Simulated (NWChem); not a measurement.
System: InH2O2Br; SMILES [OH][In]([OH])[Br]

Parts of the log:

```
             Northwest Computational Chemistry Package (NWChem) 7.3.0
             --------------------------------------------------------

 CS  symmetry detected

                             Geometry "geometry" -> ""
                             -------------------------

 Output coordinates in angstroms (scale by  1.889725989 to convert to a.u.)

  No.       Tag          Charge          X              Y              Z
 ---- ---------------- ---------- -------------- -------------- --------------
    1 In                  49.0000    -0.00588872    -0.66557490     0.00000000
    2 Br                  35.0000    -0.00994613     1.79990393     0.00000000
    3 O                    8.0000    -1.72954471    -1.64387255     0.00000000
    4 H                    1.0000    -1.58038584    -2.59784783     0.00000000
    5 O                    8.0000     1.69818399    -1.69071623     0.00000000
    6 H                    1.0000     2.46793368    -1.10890950     0.00000000

 Effective nuclear repulsion energy (a.u.)     704.2456039163

      Symmetry information
      --------------------

 Group name             Cs
 Group number              2
 Group order               2
 No. of unique centers     6

                                 NWChem DFT Module
                                 -----------------

 Summary of "ao basis" -> "ao basis" (spherical)
 ------------------------------------------------------------------------------
       Tag                 Description            Shells   Functions and Types
 ---------------- ------------------------------  ------  ---------------------
 In                        def2-svpd                12       32   5s4p3d
 Br                        def2-svpd                15       41   6s5p4d
 O                         def2-svpd                 9       23   4s3p2d
 H                         def2-svpd                 4        8   2s2p

      Symmetry analysis of basis
      --------------------------

        a'         94
        a"         41

            General Information
            -------------------
          SCF calculation type: DFT
          Wavefunction type:  closed shell.
          No. of atoms     :     6
          No. of electrons :    74
           Alpha electrons :    37
            Beta electrons :    37
          Charge           :     0
          Spin multiplicity:     1
          Use of symmetry is: off; symmetry adaption is: on
          Maximum number of iterations: 150
          AO basis - number of functions:   135
                     number of shells:    53
          Convergence on energy requested:  1.00D-06
          Convergence on density requested:  1.00D-05
          Convergence on gradient requested:  5.00D-04

              XC Information
              --------------
                         B3LYP Method XC Potential
                     Hartree-Fock (Exact) Exchange  0.200
                        Slater Exchange Functional  0.800 local
                    Becke 1988 Exchange Functional  0.720 non-local
              Lee-Yang-Parr Correlation Functional  0.810
                  VWN I RPA Correlation Functional  0.190 local

             Grid Information
             ----------------
          Grid used for XC integration:  medium
          Radial quadrature: Mura-Knowles
          Angular quadrature: Lebedev.
          Tag              B.-S. Rad. Rad. Pts. Rad. Cut. Ang. Pts.
          ---              ---------- --------- --------- ---------
          In                  1.55      123          13.0       590
          Br                  1.15      112          13.0       590
          O                   0.60       49          13.0       434
          H                   0.35       45          14.0       434
          Grid pruning is: on
          Number of quadrature shells:   423
          Spatial weights used:  Erf1

      Superposition of Atomic Density Guess
      -------------------------------------

 Sum of atomic energies:       -2940.52413050

      Non-variational initial energy
      ------------------------------

 Total energy =   -2912.123474
 1-e energy   =   -4846.526989
 2-e energy   =    1571.753614
 HOMO         =      -0.411439
 LUMO         =      -0.110161

      Symmetry analysis of molecular orbitals - initial
      -------------------------------------------------

  Numbering of irreducible representations:

     1 a'          2 a"

  Orbital symmetries:

[...]

                                NWChem TDDFT Module
                                -------------------

            General Information
            -------------------
           No. of orbitals :     270
            Alpha orbitals :     135
             Beta orbitals :     135
        Alpha frozen cores :       0
         Beta frozen cores :       0
     Alpha frozen virtuals :       0
      Beta frozen virtuals :       0
         Spin multiplicity :       1
    Number of AO functions :     135
        Use of symmetry is : off
      Symmetry adaption is : on
         Schwarz screening :  0.10D-07

              XC Information
              --------------
                  B3LYP Method XC Potential
              Hartree-Fock (Exact) Exchange   0.20
                 Slater Exchange Functional   0.80 local
             Becke 1988 Exchange Functional   0.72 non-local
       Lee-Yang-Parr Correlation Functional   0.81
           VWN I RPA Correlation Functional   0.19 local

             TDDFT Information
             -----------------
          Calculation type : Tamm-Dancoff TDDFT
         Wavefunction type : Restricted singlets
          No. of electrons :      74
           Alpha electrons :      37
            Beta electrons :      37
              No. of roots :       6
          Max subspacesize :    5200
            Max iterations :     100
               Target root :       1
           Target symmetry : none
      Symmetry restriction : off
                 Algorithm : Optimal
        Davidson threshold :  0.10D-03

    6 smallest eigenvalue differences (eV)
--------------------------------------------------------
  No. Spin  Occ  Vir  Irrep   E(Occ)    E(Vir)   E(Diff)
--------------------------------------------------------
    1    1   37   38 a'       -0.309    -0.106     5.520
    2    1   36   38 a"       -0.313    -0.106     5.622
    3    1   35   38 a"       -0.322    -0.106     5.873
    4    1   34   38 a"       -0.341    -0.106     6.382
    5    1   33   38 a'       -0.341    -0.106     6.395
    6    1   32   38 a'       -0.351    -0.106     6.669
--------------------------------------------------------

  Entering Davidson iterations
  Restricted singlet excited states

  Iter   NTrls   NConv    DeltaV     DeltaE      Time
  ----  ------  ------  ---------  ---------  ---------
    1      6       0     0.19E+00   0.10+100       38.6
    2     12       0     0.68E-01   0.46E-01       49.3
    3     18       0     0.26E-01   0.60E-02       51.6
    4     24       1     0.11E-01   0.20E-02       48.4
    5     29       3     0.34E-02   0.21E-03       46.4
    6     32       4     0.68E-03   0.12E-04       35.2
    7     34       5     0.15E-03   0.63E-06       29.5
    8     35       6     0.67E-04   0.25E-07       29.2
  ----  ------  ------  ---------  ---------  ---------
  Convergence criterion met

  Ground state a'      -2915.701366244770 a.u.

  ----------------------------------------------------------------------------
  Root   1 singlet a"             0.167891885 a.u.                4.5686 eV
  ----------------------------------------------------------------------------
     Transition Moments    X  0.00000   Y -0.00000   Z -0.10616
     Dipole Oscillator Strength                    0.0012614320
     Electric Quadrupole                           0.0000000519
     Magnetic Dipole                               0.0000000890
     Total Oscillator Strength                     0.0012615728

     Occ.   34  a"  ---  Virt.   38  a'      -0.10718
     Occ.   36  a"  ---  Virt.   38  a'       0.99134
  ----------------------------------------------------------------------------
  Root   2 singlet a'             0.168136568 a.u.                4.5752 eV
  ----------------------------------------------------------------------------
     Transition Moments    X  0.48822   Y -0.06747   Z  0.00000
     Dipole Oscillator Strength                    0.0272278451
     Electric Quadrupole                           0.0000000005
     Magnetic Dipole                               0.0000000044
     Total Oscillator Strength                     0.0272278500

     Occ.   32  a'  ---  Virt.   38  a'       0.07530
     Occ.   33  a'  ---  Virt.   38  a'      -0.13613
     Occ.   35  a"  ---  Virt.   39  a"       0.08372
     Occ.   37  a'  ---  Virt.   38  a'      -0.98108
  ----------------------------------------------------------------------------
  Root   3 singlet a"             0.170738392 a.u.                4.6460 eV
  ----------------------------------------------------------------------------
     Transition Moments    X  0.00000   Y  0.00000   Z  0.00613
     Dipole Oscillator Strength                    0.0000042758
     Electric Quadrupole                           0.0000000384
     Magnetic Dipole                               0.0000001104
     Total Oscillator Strength                     0.0000044246

     Occ.   35  a"  ---  Virt.   38  a'      -0.99601
  ----------------------------------------------------------------------------
  Root   4 singlet a"             0.194871686 a.u.                5.3027 eV
  ----------------------------------------------------------------------------
     Transition Moments    X -0.00000   Y -0.00000   Z  0.64791
     Dipole Oscillator Strength                    0.0545359581
     Electric Quadrupole                           0.0000000449
     Magnetic Dipole                               0.0000000480
     Total Oscillator Strength                     0.0545360510

[...]
```

Level: B3LYP/def2-SVPD with def2 effective core potentials on In, TDA. Geometry: optimised at PBE0/def2-SVP. No frequency run checked for a minimum. def2 effective core potentials on In; no spin-orbit coupling.

Which NWChem input produces such a log?

Several could match; the one computed here: the input that was run:
```
start job
memory heap 200 mb stack 900 mb global 1100 mb
geometry units angstroms noautoz
  In     0.030425    -0.694845     0.000000
  Br    -0.055311     1.769146     0.000000
  O     -1.659874    -1.729710     0.000000
  H     -1.479192    -2.678220     0.000000
  O      1.767525    -1.662968     0.000000
  H      2.517577    -1.055979     0.000000
end
basis spherical
  * library def2-svpd
end
ecp
  In library def2-ecp
end
dft
  xc b3lyp
  iterations 150
end
tddft
  cis
  nroots 6
  notriplet
end
task tddft energy
```
